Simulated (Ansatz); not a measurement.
Ideal-gas functions of `O[SiH](S)I` at 600 K and 1 bar, from an Ansatz frequency run at PBE0-D4/def2-TZVP.

Molar mass 206.08 g/mol, point group C1 (symmetry number 1), electronic degeneracy 1, moments of inertia 123.726, 461.748, 558.518 u Å². Harmonic wavenumbers (cm⁻¹, unscaled): 112, 150, 177, 247, 325, 365, 527, 718, 771, 794, 871, 940, 2284, 2721, 3903.

Use S(trans) = R[1.5 ln M + 2.5 ln T − 1.1517]; rotational temperatures θ = 24.2544 K / I; S(rot) = R[ln(√π/σ · √(T³/θAθBθC)) + 1.5]; for each mode x = 1.438777 ν̃/T, S = R[x/(eˣ − 1) − ln(1 − e⁻ˣ)] and H = RT x/(eˣ − 1); 1 cm⁻¹ = 0.0119627 kJ/mol; R = 8.31446 J/(mol·K).

Question: By hand: the entropy, in J/(mol·K).

Answer: Translation 189.8. Rotation: θ = 0.196, 0.0525, 0.0434 K, giving 129.1. Vibration, mode by mode: 19.27, 16.86, 15.50, 12.79, 10.59, 9.68, 6.90, 4.75, 4.30, 4.11, 3.55, 3.12, 0.23, 0.09, 0.01, in all 111.8. Electronic 0.0. Sum 430.7 J/(mol·K).

Question: By hand: H − E and G − E in kJ/mol, counted from the electronic energy.

Answer: Zero-point energy ½ × 14905 × 0.0119627 = 89.2; thermal vibration 33.3; translation, rotation and pV give 4 RT = 20.0. H − E = 142.5 kJ/mol, and G − E = 142.5 − 600 × 430.7/1000 = -115.9 kJ/mol.

Vibration gives 26 % of the entropy, 19.3 J/(mol·K) of it from the mode under 150 cm⁻¹: soft modes count most, and the harmonic formula is weakest for them. The sum counts one conformer and one mirror image; others add a mixing term.
